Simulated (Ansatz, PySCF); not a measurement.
Gas-phase reaction in SMILES: [SiH3]O[SiH](Cl)Cl → [SiH3]O[SiH]Cl + Cl atom (the Cl-Si bond at the site shown breaks; other sites are not compared here)
Geometries: B3LYP-D3(BJ)/def2-TZVP minima from Ansatz (a quantum-chemistry and plane-wave program), one conformer each, not searched for the lowest. Frequencies are from Ansatz or PySCF.

Quantity: bond dissociation energy (enthalpy at 298 K, with B3LYP-D3(BJ) rigid-rotor harmonic-oscillator terms), in kcal/mol. Valence correlation only, unless marked. Open shells are spin-unrestricted. Spin-orbit coupling is left out. Non-relativistic. CBS(X,Y): correlation extrapolated as X^-3; Hartree-Fock from the larger set.

| level | program | bond dissociation energy (kcal/mol) | minus last row |
|---|---|---|---|
| HF/cc-pVTZ | Ansatz | 85.8 | -30.9 |
| r2SCAN/def2-TZVPD | Ansatz | 111.5 | -5.2 |
| B3LYP-D3(BJ)/def2-TZVPD | Ansatz + dftd3 | 109.3 | -7.4 |
| BHLYP/def2-TZVPD | Ansatz | 106.8 | -9.9 |
| r2SCANh-D4/def2-TZVPD | Ansatz + dftd4 | 111.6 | -5.1 |
| r2SCANh/def2-TZVPD | Ansatz | 111.1 | -5.6 |
| B2PLYP-D3(BJ)/def2-TZVPD | Ansatz + dftd3 | 111.7 | -5.0 |
| RI-MP2/cc-pV(T+d)Z | Ansatz | 116.7 | 0.0 |
| SCS-MP2/cc-pVTZ | Ansatz | 112.3 | -4.4 |
| SCS-MP2/cc-pwCVTZ | Ansatz | 114.2 | -2.5 |
| SCS-MP2/cc-pV(Q+d)Z | Ansatz | 116.9 | 0.2 |
| CCSD/cc-pV(Q+d)Z | Ansatz | 112.0 | -4.7 |
| CCSD(T)/aug-cc-pV(T+d)Z | Ansatz | 112.1 | -4.6 |
| CCSD(T)/cc-pV(Q+d)Z | Ansatz | 114.4 | -2.3 |
| CCSD(T)/CBS(aug-cc-pV(T+d)Z,aug-cc-pV(Q+d)Z) | Ansatz | 116.7 | 0.0 |
